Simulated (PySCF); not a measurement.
# Ionisation energy of Sb⁴⁰⁺ by level of theory

Sb⁴⁰⁺ [Ne] 3s1 (2S) → Sb⁴¹⁺ [Ne] (1S), as a difference of total energies. All numbers are calculated (PySCF 2.14, scalar relativity by spin-free X2C-1e, in an even-tempered Gaussian basis (18 s from 7.3 bohr⁻², ratio 2.5; 12 p from 9.5 bohr⁻², ratio 2.5; 4 d from 35 bohr⁻², ratio 2.7; 4 f from 53 bohr⁻², ratio 2.7)). Correlated levels: outer shells: 1s2 frozen; virtual orbitals above 40 to 60 times the deepest correlated orbital energy dropped. The calculations carry no spin-orbit coupling.

```tsv
method	ionisation energy (eV)
UHF	2899.1
MP2 (outer shells)	2899.8
SCS-MP2 (outer shells)	2899.7
CCSD (outer shells)	2899.8
CCSD(T) (outer shells)	2899.8
```

Breit and QED terms and the two-electron picture change are absent.

For comparison: 2900 ± 0.5 eV (semi-empirical (NIST evaluation); NIST Atomic Spectra Database, ionization energies).
